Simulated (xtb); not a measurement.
C4H4N (SMILES [c]1cc[nH]c1), doublet, geometry from GFN2-xTB. Base run: GFN2-xTB in xtb.

Geometry (Å):
```xyz
9

H     -0.0222     0.0258     2.0722
N     -0.0110     0.0372     1.0650
C      0.0158     1.1596     0.2821
C     -0.0203    -1.0666     0.2686
C      0.0228     0.7285    -1.0053
C      0.0005    -0.6674    -1.0455
H      0.0272     2.1443     0.7012
H     -0.0409    -2.0562     0.6820
H     -0.0003    -1.2995    -1.9093
```
Charge 0, spin multiplicity 2.
All else is at xtb's defaults.
Base energy -13.39563 Eh.

The base run was repeated with changes; each row names its change, and settings that it needs were set with it.

```json
[
 {"change": "base", "ΔE vs base (kcal/mol)": "0.000", "dipole (D)": "2.58", "G_solv (kcal/mol)": "-", "SCF cycles": "12"},
 {"change": "alpb = thf", "ΔE vs base (kcal/mol)": "-5.46", "dipole (D)": "2.95", "G_solv (kcal/mol)": "-5.95", "SCF cycles": "12"},
 {"change": "gbsa = toluene", "ΔE vs base (kcal/mol)": "-3.73", "dipole (D)": "2.73", "G_solv (kcal/mol)": "-3.78", "SCF cycles": "12"},
 {"change": "acc = 1000", "ΔE vs base (kcal/mol)": "0.001", "dipole (D)": "2.57", "G_solv (kcal/mol)": "-", "SCF cycles": "7"},
 {"change": "gbsa = thf", "ΔE vs base (kcal/mol)": "-5.94", "dipole (D)": "2.94", "G_solv (kcal/mol)": "-6.40", "SCF cycles": "12"},
 {"change": "etemp = 1000", "ΔE vs base (kcal/mol)": "-0.007", "dipole (D)": "2.58", "G_solv (kcal/mol)": "-", "SCF cycles": "11"},
 {"change": "alpb = benzene", "ΔE vs base (kcal/mol)": "-3.91", "dipole (D)": "2.75", "G_solv (kcal/mol)": "-3.97", "SCF cycles": "12"}
]
```

ALPB and GBSA are two models with their own fitted parameters for each solvent, which aren't always the measured dielectric constant.
